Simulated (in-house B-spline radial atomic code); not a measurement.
# Removing one electron from Hg66+

Closed shell [Ne] 3s2 (3p1/2)2. Computed with an all-electron radial atomic-structure program (B-spline basis): Koopmans values of Dirac-Hartree-Fock plus a diagonal self-energy, in second order or with its direct term screened (direct RPA, with the hole-particle interaction, or full time-dependent Hartree-Fock), linearised in energy; no-pair Dirac-Coulomb Hamiltonian, finite nucleus. Shifts add to the Koopmans value (the ΔSCF shift is orbital relaxation alone); the final value takes TDHF screening with Breit and QED.

The shells are closed in jj coupling only; the real ground state mixes other jj configurations.

Command:
```bash
python run_mb.py task.json out
```
Settings (nuclear radius in fm, box in bohr, cutoff in hartree; a minus after a letter marks j = l - 1/2):
```
basis_form          2
Z                   80
core_configuration  [Ne] 3s2 3p-2
rms_radius          5.4648
mass_number         202
speed_of_light      137.036
box_radius          2.097
lmax                7
intervals           55
virtual_cutoff      25600.0
```

Cost of the run: 4.6 s on 1 thread of Intel(R) Xeon(R) 6975P-C (shared host).

Energies in eV:

```json
{"subshell": "3p1/2", "Koopmans": "8019.73", "ΔSCF shift": "-0.635", "second order": "?", "direct RPA": "?", "hole-particle": "?", "TDHF": "?", "Breit + QED": "?", "final": "?"}
{"subshell": "3s1/2", "Koopmans": "8211.95", "ΔSCF shift": "-0.532", "second order": "0.709", "direct RPA": "0.914", "hole-particle": "0.484", "TDHF": "0.502", "Breit + QED": "-15.020", "final": "8197.43"}
```

Question: What does the self-energy do to 3p1/2?

Answer: It shifts the removal energy by 1.623 eV in second order, 1.602 with direct RPA, 1.553 with the hole-particle term and 1.589 with TDHF screening (quasi-particle weight 0.998); Breit and QED add -14.554 eV. The final value is 8006.77 eV, against 8010 ± 40 eV (NIST, tabulated theory).
